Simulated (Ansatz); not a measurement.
`[Cl][SnH2][SeH]` + H₂O → `[OH][SnH2][Cl]` + H₂Se at 600 K and 1 bar (formal hydrolysis of the Sn–Se bond).

Program: Ansatz. Geometries: PBE0-D4/def2-TZVP. ΔE: electronic, gas phase. CCSD(T)/CBS is the MP2 limit (def2-TZVPP, def2-QZVPP) plus CCSD(T) − MP2 in def2-TZVPP, frozen cores. This one scheme is used for every species. Elements past krypton have def2 core potentials. For Se, Sn outer-core shells are correlated without core-valence functions, which leaves a few kJ/mol of doubt a bond. Scalar relativity is left out up to krypton. Each species was taken in one conformer, which may not be the lowest.

| species | CCSD(T)/CBS energy (Eh) | H − E (kJ/mol) | S (J/(mol·K)) |
| --- | --- | --- | --- |
| `[Cl][SnH2][SeH]` | -3076.37402 | 108.0 | 415.5 |
| H₂O | -76.37941 | 76.8 | 212.8 |
| `[OH][SnH2][Cl]` | -750.83217 | 118.4 | 385.2 |
| H₂Se | -2401.89790 | 57.0 | 244.8 |

H − E and S are ideal-gas, rigid-rotor, harmonic terms from PBE0-D4/def2-TZVP, for one conformer and one mirror image of each species. 1 Eh = 2625.50 kJ/mol, R = 8.31446 J/(mol·K).

Question: By hand: ΔE, ΔH, ΔS and ΔG.

Answer: ΔE = (-750.83217) + (-2401.89790) − (-3076.37402) − (-76.37941) = 0.02336 Eh = 61.3 kJ/mol. Δ(H − E) = 118.4 + 57.0 − 108.0 − 76.8 = -9.4, so ΔH = 51.9 kJ/mol. ΔS = 385.2 + 244.8 − 415.5 − 212.8 = 1.7 J/(mol·K). ΔG = 51.9 − 600 × (1.7)/1000 = 50.9 kJ/mol.

Question: By hand: the equilibrium constant, and the temperature at which ΔG would vanish if ΔH and ΔS stayed fixed.

Answer: log₁₀ K = −ΔG/(RT ln 10) = -4.4. ΔG = 0 at ΔH/ΔS = 30529 K, far beyond where these terms or the molecules hold.

The number of gas molecules stays the same, so ΔS is small and ΔH decides. A doubt of 5 kJ/mol in ΔE shifts log₁₀ K by 0.4 here. Other conformers and mirror images would add mixing entropy, several J/(mol·K) or more a flexible species. These are equilibria of isolated gas molecules and say nothing of rates. Largest T1 diagnostic: 0.013 (customary marks: 0.02 for closed shells, 0.045 for open ones).
